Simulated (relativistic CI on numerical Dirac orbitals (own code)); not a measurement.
## O: computed level list

Calculated at this level of theory: Dirac-Coulomb-Breit CI, separate exchange-only KLI orbitals for each configuration, model QED (radiative potential, 1s self-energy scaled to tabulated hydrogen-like ionisation energies), valence Slater integrals scaled by 0.85, P86 correlation energy added to each configuration (own radial code, finite nucleus).

Configuration list (outside the closed core 1s2): 2s2 2p4, 2s2 2p3 3s, 2s2 2p3 3p, 2s2 2p3 4s, 2s2 2p3 3d, 2s 2p5, 2p6, 2s2 2p3 4p, 2s2 2p3 5s, 2s2 2p3 4d, 2s2 2p3 4f, 2s2 2p3 5p, 2s2 2p3 5d, 2s2 2p3 5f, 2s2 2p3 5g, 2s2 2p2 3s2. Levels of other configurations are missing.

The lowest level is 2s2 2p4 3P_2, with 100 % of that term; Hund's rules for 2s2 2p4 give 3P with J = 2, in agreement.

| No. | Configuration | Term | J | E (cm⁻¹) | % | Landé g | jj configuration (%) |
| --- | --- | --- | --- | --- | --- | --- | --- |
| 1 | 2s2 2p4 | 3P | 2 | 0.0 | 100 | 1.501 | 2p3/2^2 (67) |
| 2 | 2s2 2p4 | 3P | 1 | 154.2 | 100 | 1.501 | 2p1/2 2p3/2^3 (100) |
| 3 | 2s2 2p4 | 3P | 0 | 221.3 | 100 |  | 2p3/2^4 (66) |
| 4 | 2s2 2p4 | 1D | 2 | 15160.4 | 100 | 1.000 | 2p1/2 2p3/2^3 (67) |
| 5 | 2s2 2p4 | 1S | 0 | 28981.9 | 97 |  | 2p3/2^2 (64) |
| 6 | 2p3(4S°) 3s | 5S° | 2 | 70860.1 | 100 | 2.002 | 2p1/2 2p3/2^2 3s (55) |
| 7 | 2p3(4S°) 3s | 3S° | 1 | 73682.9 | 100 | 2.002 | 2p1/2 2p3/2^2 3s (55) |
| 8 | 2p3(4S°) 3p | 5P | 1 | 83315.4 | 100 | 2.503 | 2p1/2 2p3/2^2 3p1/2 (46) |
| 9 | 2p3(4S°) 3p | 5P | 2 | 83317.2 | 100 | 1.835 | 2p1/2 2p3/2^2 3p1/2 (28) |
| 10 | 2p3(4S°) 3p | 5P | 3 | 83320.5 | 100 | 1.668 | 2p1/2 2p3/2^2 3p3/2 (55) |
| 11 | 2p3(4S°) 3p | 3P | 1 | 85061.2 | 99 | 1.501 | 2p1/2 2p3/2^2 3p3/2 (42) |
| 12 | 2p3(4S°) 3p | 3P | 0 | 85061.4 | 99 |  | 2p1/2 2p3/2^2 3p3/2 (61) |
| 13 | 2p3(4S°) 3p | 3P | 2 | 85062.7 | 99 | 1.501 | 2p1/2 2p3/2^2 3p3/2 (29) |
| 14 | 2p3(4S°) 4s | 5S° | 2 | 92718.9 | 100 | 2.002 | 2p1/2 2p3/2^2 4s (55) |
| 15 | 2p3(4S°) 4s | 3S° | 1 | 93577.8 | 99 | 2.002 | 2p1/2 2p3/2^2 4s (55) |
| 16 | 2p3(4S°) 3d | 5D° | 4 | 93808.6 | 100 | 1.501 | 2p1/2 2p3/2^2 3d5/2 (56) |
| 17 | 2p3(4S°) 3d | 5D° | 3 | 93808.7 | 100 | 1.501 | 2p1/2 2p3/2^2 3d5/2 (33) |
| 18 | 2p3(4S°) 3d | 5D° | 2 | 93808.8 | 100 | 1.501 | 2p1/2 2p3/2^2 3d3/2 (39) |
| 19 | 2p3(4S°) 3d | 5D° | 1 | 93808.9 | 100 | 1.501 | 2p1/2 2p3/2^2 3d3/2 (50) |
| 20 | 2p3(4S°) 3d | 5D° | 0 | 93809.0 | 100 |  | 2p1/2 2p3/2^2 3d3/2 (56) |
| 21 | 2p3(4S°) 3d | 3D° | 1 | 93921.5 | 100 | 0.499 | 2p1/2 2p3/2^2 3d5/2 (50) |
| 22 | 2p3(4S°) 3d | 3D° | 2 | 93921.6 | 100 | 1.167 | 2p1/2 2p3/2^2 3d5/2 (39) |
| 23 | 2p3(4S°) 3d | 3D° | 3 | 93921.7 | 100 | 1.334 | 2p1/2 2p3/2^2 3d3/2 (33) |
| 24 | 2p3(4S°) 4p | 5P | 1 | 96413.5 | 100 | 2.503 | 2p1/2 2p3/2^2 4p1/2 (46) |
| 25 | 2p3(4S°) 4p | 5P | 2 | 96414.1 | 100 | 1.835 | 2p1/2 2p3/2^2 4p1/2 (28) |
| 26 | 2p3(4S°) 4p | 5P | 3 | 96415.2 | 100 | 1.668 | 2p1/2 2p3/2^2 4p3/2 (55) |
| 27 | 2p3(2D°) 3s | 3D° | 3 | 96827.7 | 100 | 1.334 | 2p1/2 2p3/2^2 3s (100) |
| 28 | 2p3(2D°) 3s | 3D° | 2 | 96840.9 | 100 | 1.167 | 2p1/2 2p3/2^2 3s (67) |
| 29 | 2p3(2D°) 3s | 3D° | 1 | 96849.6 | 100 | 0.499 | 2p1/2 2p3/2^2 3s (44) |
| 30 | 2p3(4S°) 4p | 3P | 1 | 96987.8 | 99 | 1.501 | 2p1/2 2p3/2^2 4p3/2 (44) |
| 31 | 2p3(4S°) 4p | 3P | 0 | 96987.9 | 99 |  | 2p1/2 2p3/2^2 4p3/2 (57) |
| 32 | 2p3(4S°) 4p | 3P | 2 | 96988.4 | 99 | 1.501 | 2p1/2 2p3/2^2 4p3/2 (28) |
| 33 | 2p3(2D°) 3s | 1D° | 2 | 98248.4 | 100 | 1.000 | 2p1/2 2p3/2^2 3s (77) |
| 34 | 2p3(4S°) 5s | 5S° | 2 | 99662.1 | 100 | 2.002 | 2p1/2 2p3/2^2 5s (55) |
| 35 | 2p3(4S°) 5s | 3S° | 1 | 100074.5 | 100 | 2.002 | 2p1/2 2p3/2^2 5s (55) |
| 36 | 2p3(4S°) 4d | 5D° | 4 | 100135.8 | 100 | 1.501 | 2p1/2 2p3/2^2 4d5/2 (56) |
| 37 | 2p3(4S°) 4d | 5D° | 3 | 100135.8 | 100 | 1.501 | 2p1/2 2p3/2^2 4d5/2 (33) |
| 38 | 2p3(4S°) 4d | 5D° | 2 | 100135.9 | 100 | 1.501 | 2p1/2 2p3/2^2 4d3/2 (39) |
| 39 | 2p3(4S°) 4d | 5D° | 1 | 100136.0 | 100 | 1.501 | 2p1/2 2p3/2^2 4d3/2 (50) |
| 40 | 2p3(4S°) 4d | 5D° | 0 | 100136.0 | 100 |  | 2p1/2 2p3/2^2 4d3/2 (56) |
| 41 | 2p3(4S°) 4d | 3D° | 1 | 100206.9 | 100 | 0.499 | 2p1/2 2p3/2^2 4d5/2 (50) |
| 42 | 2p3(4S°) 4d | 3D° | 2 | 100206.9 | 100 | 1.167 | 2p1/2 2p3/2^2 4d5/2 (39) |
| 43 | 2p3(4S°) 4d | 3D° | 3 | 100206.9 | 100 | 1.334 | 2p1/2 2p3/2^2 4d3/2 (33) |
| 44 | 2p3(4S°) 5p | 5P | 1 | 101310.7 | 100 | 2.503 | 2p1/2 2p3/2^2 5p1/2 (46) |
| 45 | 2p3(4S°) 5p | 5P | 2 | 101311.0 | 100 | 1.835 | 2p1/2 2p3/2^2 5p1/2 (28) |
| 46 | 2p3(4S°) 5p | 5P | 3 | 101311.5 | 100 | 1.668 | 2p1/2 2p3/2^2 5p3/2 (55) |
| 47 | 2p3(4S°) 4f | 5F | 5 | 101517.1 | 100 | 1.401 | 2p1/2 2p3/2^2 4f7/2 (56) |
| 48 | 2p3(4S°) 4f | 5F | 4 | 101517.1 | 100 | 1.350 | 2p1/2 2p3/2^2 4f7/2 (33) |
| 49 | 2p3(4S°) 4f | 5F | 3 | 101517.1 | 100 | 1.250 | 2p1/2 2p3/2^2 4f5/2 (38) |
| 50 | 2p3(4S°) 4f | 5F | 2 | 101517.1 | 100 | 1.000 | 2p1/2 2p3/2^2 4f5/2 (48) |
| 51 | 2p3(4S°) 4f | 5F | 1 | 101517.1 | 100 | -0.002 | 2p1/2 2p3/2^2 4f5/2 (56) |
| 52 | 2p3(4S°) 4f | 3F | 4 | 101517.3 | 100 | 1.251 | 2p1/2 2p3/2^2 4f5/2 (33) |
| 53 | 2p3(4S°) 4f | 3F | 3 | 101517.3 | 100 | 1.084 | 2p1/2 2p3/2^2 4f7/2 (38) |
| 54 | 2p3(4S°) 4f | 3F | 2 | 101517.4 | 100 | 0.666 | 2p1/2 2p3/2^2 4f7/2 (48) |
| 55 | 2p3(4S°) 5p | 3P | 1 | 101571.7 | 99 | 1.501 | 2p1/2 2p3/2^2 5p3/2 (45) |
| 56 | 2p3(4S°) 5p | 3P | 0 | 101571.8 | 99 |  | 2p1/2 2p3/2^2 5p3/2 (56) |
| 57 | 2p3(4S°) 5p | 3P | 2 | 101572.0 | 99 | 1.501 | 2p1/2 2p3/2^2 5p3/2 (28) |
| 58 | 2p3(4S°) 5d | 5D° | 4 | 103095.9 | 100 | 1.501 | 2p1/2 2p3/2^2 5d5/2 (56) |
| 59 | 2p3(4S°) 5d | 5D° | 3 | 103096.0 | 100 | 1.501 | 2p1/2 2p3/2^2 5d5/2 (33) |
| 60 | 2p3(4S°) 5d | 5D° | 2 | 103096.0 | 100 | 1.501 | 2p1/2 2p3/2^2 5d3/2 (39) |
| 61 | 2p3(4S°) 5d | 5D° | 1 | 103096.0 | 100 | 1.501 | 2p1/2 2p3/2^2 5d3/2 (50) |
| 62 | 2p3(4S°) 5d | 5D° | 0 | 103096.1 | 100 |  | 2p1/2 2p3/2^2 5d3/2 (56) |
| 63 | 2p3(4S°) 5d | 3D° | 1 | 103140.1 | 100 | 0.499 | 2p1/2 2p3/2^2 5d5/2 (50) |
| 64 | 2p3(4S°) 5d | 3D° | 2 | 103140.1 | 100 | 1.167 | 2p1/2 2p3/2^2 5d5/2 (39) |
| 65 | 2p3(4S°) 5d | 3D° | 3 | 103140.1 | 100 | 1.334 | 2p1/2 2p3/2^2 5d3/2 (33) |
| 66 | 2p3(4S°) 5g | 3G° | 5 | 103984.5 | 69 | 1.221 | 2p1/2 2p3/2^2 5g7/2 (55) |
| 67 | 2p3(4S°) 5g | 5G° | 6 | 103984.5 | 100 | 1.334 | 2p1/2 2p3/2^2 5g9/2 (56) |
| 68 | 2p3(4S°) 5g | 5G° | 4 | 103984.5 | 57 | 1.107 | 2p1/2 2p3/2^2 5g7/2 (55) |
| 69 | 2p3(4S°) 5g | 5G° | 5 | 103984.5 | 69 | 1.247 | 2p1/2 2p3/2^2 5g9/2 (55) |
| 70 | 2p3(4S°) 5g | 5G° | 3 | 103984.5 | 80 | 0.883 | 2p1/2 2p3/2^2 5g7/2 (55) |

Energies count from the lowest computed level; ° marks odd parity. Percentages are summed over parent terms; the parents shown are those of the largest component, closed shells are left out there. Filled j subshells are mostly left out of the jj labels.

The mean weight of the leading LS term, summed over parents, in these 70 levels is 98 %, and that of the leading jj configuration (from the same eigenvectors) 49 %, so LS coupling describes them better.

For a near-neutral ion this model can misplace configurations by up to about 10,000 cm⁻¹ (more where the count of f electrons changes) and terms by 10 to 25 % of their spread. Rates follow the energies as ν³ (E1, M1) or ν⁵ (E2), so they and the lifetimes can be off by large factors. The fine structure of a lone outer electron comes out too small, for d and f at times inverted, and misplaced configurations move strength between like terms. 22 of the 22 excited levels that our extract of the measured tables holds in this range could be paired (the sources list more); they are missed by 3016 cm⁻¹ on average and 4811 at most, and levels without a partner can miss by more.

Landé's interval rule says that E(J) − E(J−1) = AJ with one A. For the ground term the intervals give A = -67.2, -77.1 cm⁻¹ for J = 1, 2; the multiplet is inverted.
